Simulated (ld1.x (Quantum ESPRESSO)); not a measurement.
## How hard is this aluminium TM potential?

aluminium, norm-conserving Troullier–Martins (Kleinman–Bylander form), made with ld1.x (Quantum ESPRESSO) 7.5 (PBEsol, scalar-relativistic). Core [Ne], reference 3s2 3p1. Waves: 3s (bound): rc 2.25 bohr; 3p (bound): rc 1.75 bohr. Local part: the p channel. Core correction: Bessel-smoothed model core, default radius (core density twice the valence density).

The pseudo-atom Hamiltonian at the reference potential is diagonalised in spherical Bessel functions j_l(qr) that vanish at 20 bohr, with q² up to the cutoff. All-electron valence levels (Ry): 3s -0.5670, 3p -0.1977.

Task: How do the lowest levels (Ry) of each channel move with the cutoff, and are there ghosts?

Result:

```
cutoff (Ry)     s #1     p #1    d #1    d #2    f #1    f #2  Σ f·Δε (mRy)
          8  -0.5618  -0.1937  0.0488  0.1315  0.1031  0.2273          14.4
         12  -0.5654  -0.1937  0.0488  0.1315  0.1031  0.2273           7.2
         18  -0.5659  -0.1944  0.0488  0.1315  0.1031  0.2273           5.5
         21  -0.5664  -0.1951  0.0488  0.1315  0.1031  0.2273           3.8
         30  -0.5670  -0.1972  0.0488  0.1315  0.1031  0.2273           0.7
         40  -0.5670  -0.1975  0.0488  0.1314  0.1031  0.2273           0.2
        400  -0.5670  -0.1977  0.0488  0.1314  0.1031  0.2273           0.0
```

Result: no extra level below or beside the all-electron valence levels (s, p, d, f tested); 10 mRy is reached at 10 Ry and 1 mRy at 30 Ry.
